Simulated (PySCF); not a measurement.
# Bond curve of GeP⁺

Set-up: PySCF, no relativity, basis sets Ge def2-SVP, P def2-SVP. Energies in eV from Ge⁺ + P in their ground configurations at the same level. All curves are PBE0. state 1: ³Σ⁻ (triplet), unpaired electrons π ↑↑; state 2: Ms = 0 determinant of mixed spin (⟨S²⟩ near 1.0), unpaired electrons π ↑↓, a mixture of terms (⟨Lz²⟩ = 2.0), a second solution, started from another occupation; state 3: ³Π (triplet), unpaired electrons σ ↑, π ↑, a second solution, started from another occupation; state 4: Ms = 0 determinant of mixed spin (⟨S²⟩ near 1.0), unpaired electrons σ ↓, π ↑, a second solution, started from another occupation.

| R (Å) | state 1 | state 2 | state 3 | state 4 |
| --- | --- | --- | --- | --- |
| 1.995 | -1.719 | -1.410 | -1.851 | -1.670 |
| 2.088 | -2.264 | -1.963 | -2.096 | -1.906 |
| 2.181 | -2.561 | -2.265 | -2.146 | -1.946 |
| 2.250 | -2.663 | -2.370 | -2.098 | -1.887 |
| 2.320 | -2.689 | -2.398 | -2.002 | -1.778 |
| 2.390 | -2.656 | -2.366 | -1.879 | -1.638 |
| 2.482 | -2.545 | -2.256 | -1.705 | -1.440 |
| 2.598 | -2.336 | -2.044 | -1.501 | -1.205 |
| 2.738 | -2.027 | -1.727 | -1.292 | -0.958 |
| 2.923 | -1.589 | -1.265 | -1.074 | -0.692 |

Question: Put a parabola through the three lowest points of the state 1 curve and estimate Re, k and ωe (reduced mass 21.83 u; 1 eV/Å² = 0.16022 mdyn/Å; ωe = 1302.8·√(k/μ) cm⁻¹).

Answer: Through R = 2.25, 2.32, 2.39 Å the second-order coefficient is 6.02 eV/Å², so Re ≈ 2.316 Å, k ≈ 1.93 mdyn/Å and ωe ≈ 387 cm⁻¹. A polynomial fit of higher order to the unrounded PBE0 energies gives Re = 2.313 Å, k = 1.98 mdyn/Å, ωe = 393 cm⁻¹; anharmonicity and rounding make the difference.

The higher-order fit for each curve: state 1: Re = 2.313 Å, ωe = 393 cm⁻¹, De = 2.69 eV; state 2: Re = 2.315 Å, ωe = 394 cm⁻¹, minimum 2.40 eV below the ground-state fragments; state 3: Re = 2.164 Å, ωe = 450 cm⁻¹, minimum 2.15 eV below the ground-state fragments; state 4: Re = 2.157 Å, ωe = 462 cm⁻¹, minimum 1.95 eV below the ground-state fragments.

⟨S²⟩ of the unrestricted solution departs from its pure value on part of the curve, where spin states mix. Spin–orbit coupling is left out. For an ion De counts to the pair picked by the measured ionisation energies or electron affinities, which need not be the lowest pair at this level. The state was picked by a PBE0 search and need not be the measured ground state.
